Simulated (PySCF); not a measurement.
# How methods differ on the interval between two levels of Se⁺

Se⁺ [Ar] 3d10 4s2 4p3 [4S3/2, M_J = 3/2] → Se⁺ [Ar] 3d10 4s1 4p4 [4P5/2, M_J = 5/2], as a difference of total energies. Calculation: PySCF 2.14, in x2c-TZVPall-2c (6s7p4d1f, 54 functions); the two-component X2C-1e Hamiltonian. Correlated levels: [Ne] frozen. "Screened" scales the spin-orbit matrix elements by Boettger's factors to mimic the two-electron term; Breit and QED terms are absent.

```json
{"method": "GHF (spin-free)", "interval between two levels (cm⁻¹)": "88495", "error (cm⁻¹)": "+4618"}
{"method": "GMP2 (spin-free)", "interval between two levels (cm⁻¹)": "89057", "error (cm⁻¹)": "+5181"}
{"method": "GHF (screened spin-orbit)", "interval between two levels (cm⁻¹)": "87562", "error (cm⁻¹)": "+3685"}
{"method": "GMP2 (screened spin-orbit)", "interval between two levels (cm⁻¹)": "88075", "error (cm⁻¹)": "+4198"}
```

Reference: 83877 cm⁻¹ (measured; NIST Handbook of Basic Atomic Spectroscopic Data (Sansonetti and Martin, J. Phys. Chem. Ref. Data 34, 1559 (2005))).

The spin-free rows relax to the high-spin LS determinant and lack the spin-orbit shift.

Errors of the correlated levels include the incompleteness of this basis and the frozen core.

The labels give the starting determinants; with spin-orbit coupling the two ends relaxed to ⟨J²⟩ = 3.75, ⟨L²⟩ = 0.01, ⟨S²⟩ = 3.74 and ⟨J²⟩ = 8.77, ⟨L²⟩ = 2.01, ⟨S²⟩ = 3.76.
